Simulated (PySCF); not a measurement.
Stepwise substitution at one centre (Si C2H5-SH). All species are isolated molecules in the gas phase. One relaxed conformer stands for each flexible species; it need not be the lowest. Strings in code marks are SMILES.

Computed with PySCF 2.14.0 with B3LYP-D3(BJ)/def2-TZVP // PBE0-D4/def2-SVP. B3LYP has the VWN-RPA correlation part, as in Gaussian. Delta-SCF ions had no search for a lower state. Excitations are Tamm–Dancoff values on a coarser integration grid. The basis has no diffuse functions, so Rydberg states are missing or too high.

| species | T1 excitation (TDA) (eV) | vertical ionisation energy (Delta-SCF) (eV) |
|---|---|---|
| 0 of 4 C2H5 replaced by SH (`CC[Si](CC)(CC)CC`) | 7.05 | 9.20 |
| 1 of 4 C2H5 replaced by SH (`CC[Si](S)(CC)CC`) | 5.39 | 8.82 |
| 2 of 4 C2H5 replaced by SH (`CC[Si](S)(S)CC`) | 5.18 | 8.75 |
| 3 of 4 C2H5 replaced by SH | 5.24 | … |
| 4 of 4 C2H5 replaced by SH (`S[Si](S)(S)S`) | 4.87 | … |

Task: What belongs in the gaps?

Result: 
- 3 of 4 C2H5 replaced by SH, vertical ionisation energy (Delta-SCF) (eV): 9.04
- 4 of 4 C2H5 replaced by SH (`S[Si](S)(S)S`), vertical ionisation energy (Delta-SCF) (eV): 9.10
